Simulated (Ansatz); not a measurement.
Geometry optimisation, Ansatz, RKS PBE0/6-31G*.

input.yaml

```yaml
crystal:
  periodic: [false, false, false]
  atoms:
    - { symbol: Al, position_ang: [-0.0608, 1.0623, -0.9173] }
    - { symbol: "N", position_ang: [-0.0818, -0.2502, 0.896] }
    - { symbol: C, position_ang: [-0.2427, -1.6896, 0.9484] }
    - { symbol: O, position_ang: [-0.2699, 0.2274, -2.307] }
    - { symbol: O, position_ang: [-0.6601, 2.5118, -0.4562] }
    - { symbol: H, position_ang: [1.196, 0.1081, 0.7553] }
    - { symbol: Cl, position_ang: [2.4278, 0.9598, -0.163] }
    - { symbol: H, position_ang: [-0.4098, 0.1953, 1.7437] }
    - { symbol: H, position_ang: [0.2594, -2.115, 1.8231] }
    - { symbol: H, position_ang: [0.1885, -2.1284, 0.0509] }
    - { symbol: H, position_ang: [-1.3007, -1.9615, 0.9897] }
    - { symbol: H, position_ang: [-0.1584, -0.3352, -3.0562] }
    - { symbol: H, position_ang: [-0.8874, 3.4151, -0.3075] }
basis:
  gaussian: { orbitals: "6-31G*" }
hamiltonian:
  xc: pbe0
relax:
  f_tol: 0.15
  max_steps: 25
  restrain:
    - { distance: [0, 6], at: 2.23, k: 30.0 }
    - { distance: [5, 1], at: 1.02, k: 30.0 }
    - { distance: [0, 1], at: 3.22, k: 30.0 }
    - { distance: [5, 6], at: 2.63, k: 30.0 }
```

Launched with:

```bash
$ ansatz run input.yaml --threads 2 --pin off --max-ram 3072MiB --backend cpu --events-out ev --progress --plain --runs-dir out
```

Question: Where does it end, and by what steps?

Answer: The forces met the threshold. The restraints hold the end off the free minimum. After 9 steps the energy has fallen by 1.077 eV (the restraints' own energy left out); Cl7 moved furthest, 0.70 Å. Parted: Al1–N2. Joined: N2–H6.

| step | energy less start (eV) | largest force component (eV/Å) | accepted |
| --- | --- | --- | --- |
| 0 | 0.0000 | 3.219 | yes |
| 1 | -0.2683 | 3.725 | yes |
| 2 | -0.2973 | 3.700 | yes |
| 3 | -0.2722 | 2.906 | yes |
| 4 | -0.5643 | 1.441 | yes |
| 5 | -0.7639 | 1.450 | yes |
| 6 | -0.9491 | 0.806 | yes |
| 7 | -1.0553 | 0.806 | yes |
| 8 | -1.0727 | 0.828 | yes |
| 9 | -1.0771 | 0.905 | yes |

```xyz
13
Properties=species:S:1:pos:R:3
Al 0.077 1.493 -1.353
N 0.026 -0.438 1.199
C -0.257 -1.865 1.093
O -0.404 0.400 -2.559
O -0.899 2.827 -0.970
H 1.025 -0.253 1.126
Cl 2.129 1.448 -0.558
H -0.285 -0.072 2.094
H 0.235 -2.487 1.855
H 0.060 -2.214 0.106
H -1.336 -2.029 1.165
H 0.186 -0.310 -2.826
H -0.557 3.499 -0.373
```

Time of the run: 34 s on 2 threads of Intel(R) Xeon(R) Platinum 8488C (Sapphire Rapids), on a shared host, peak memory 0.3 GiB.
